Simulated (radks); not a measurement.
The numbers below are computed, except where a source is named.
Excited configurations of Ge III: one electron is placed in a higher orbital outside [Ar] 3d10 4s1. The ground configuration is [Ar] 3d10 4s2. Level of theory: Dirac Kohn-Sham, BLYP, spin-unpolarised, spherical densities, finite nucleus; open shells are shared between the two j in proportion to 2j + 1; Fermi nuclear charge, rms radius 4.0742 fm (a radial shooting solver on a logarithmic mesh with Libxc functionals). Excitation = E - E(ground); binding = E(ion) - E, where the ion is the core of charge +3; n* = 3/sqrt(2 binding) in atomic units, and the quantum defect is n - n*. Eigenvalue and <r> are those of j = l + 1/2.

outer orbital,excitation (eV),binding (eV),n*,quantum defect,eigenvalue (eV),<r> (bohr)
4f,27.141,7.806,3.961,0.039,-6.086,5.701
5s,20.534,14.413,2.915,2.085,-12.146,4.345
5p,23.259,11.688,3.237,1.763,-9.808,5.071
5f,29.631,5.316,4.799,0.201,-4.332,9.713
6s,26.682,8.264,3.849,2.151,-7.007,7.618
6p,27.898,7.049,4.168,1.832,-5.932,8.626
6d,29.711,5.235,4.836,1.164,-4.423,11.07

The Delta-SCF ionisation energy is 34.947 eV (NIST Atomic Spectra Database: 34.058 eV, measured). Self-interaction in the functional shifts the binding energies and quantum defects, so they are the method's values and not measured ones. Spin polarisation and multiplet splitting are left out, so open shells lie too high by an amount that depends on their filling.

Beside tabulated values, note that spin-unpolarised runs miss the spin-polarisation part of the exchange energy of open shells.
